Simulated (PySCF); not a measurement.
A side-by-side comparison of computed properties.

First species: C9H10O2.
Bonds: O1–C2 (double), C2–C3, C3–C4 (aromatic), C4–C5 (aromatic), C5–C6 (aromatic), C6–C7, C7–C8, C8–C9, C9–C10, C6–O11 (aromatic), C3–O11 (aromatic), C7–C10. Hydrogens: H12 on C2; H13 on C4; H14 on C5; H15 on C7; H16, H17 on C8; H18, H19 on C9; H20, H21 on C10.

Second species: C8H8FN.
Cartesian coordinates in Å at the GFN2-xTB level; atoms count from 1:
```xyz
18
C8H8FN angstrom
C     -2.104    0.973    2.005
C     -1.762    0.317    1.064
C     -1.323   -0.459   -0.081
C     -1.197    0.423   -1.325
C      0.016   -1.156    0.255
F      0.298   -2.073   -0.736
C      1.136   -0.181    0.410
C      2.242   -0.194   -0.331
C      3.275    0.748   -0.161
N      4.120    1.512   -0.034
H     -2.422    1.543    2.826
H     -2.058   -1.250   -0.274
H     -0.823   -0.165   -2.160
H     -0.513    1.250   -1.142
H     -2.170    0.830   -1.589
H     -0.099   -1.736    1.184
H      0.977    0.561    1.181
H      2.400   -0.937   -1.102
```

Levels: PBE0/pcSseg-1 for dipole moment, HOMO energy, LUMO energy and HOMO–LUMO gap; GFN2-xTB for rotational constant A and rotational constant C. Geometries: GFN2-xTB. All species are isolated and taken at one optimised geometry, non-relativistic unless stated. Electronic properties by PySCF.

The conformers computed, where there is a choice (atom-mapped SMILES and torsion angles):
- `[O:1]=[CH:2][c:3]1[cH:4][cH:5][c:6]([CH:7]2[CH2:8][CH2:9][CH2:10]2)[o:11]1`: O1–C2–C3–C4 0°, C5–C6–C7–C8 129°
- `[CH:1]#[C:2][C@@H:3]([CH3:4])[C@@H:5]([F:6])/[CH:7]=[CH:8]/[C:9]#[N:10]`: C2–C3–C5–F6 169°, C3–C5–C7–C8 -121°

Which of the two has the higher dipole moment, and by how much?

The first: 4.56 D against 4.23 D, a difference of 0.33 D.

Which of the two has the higher rotational constant C, and by how much?

The second: 0.648 GHz against 0.539 GHz, a difference of 0.109 GHz.

Which of the two has the higher LUMO energy, and by how much?

The second: -1.64 eV against -1.69 eV, a difference of 0.05 eV.

Which has the higher HOMO–LUMO gap?

The second: 6.51 eV against 5.15 eV, a difference of 1.36 eV.

Which of the two has the higher HOMO energy, and by how much?

The first: -6.84 eV against -8.15 eV, a difference of 1.31 eV.

Which has the higher rotational constant A?

The first: 2.821 GHz against 1.930 GHz, a difference of 0.891 GHz.

On the first: The dipole matches unit charges of opposite sign 0.95 Å apart (1 e·Å = 4.8032 D).

On the second: The dipole equals about 14.1 × 10⁻³⁰ C·m (1 D = 3.33564 × 10⁻³⁰ C·m).
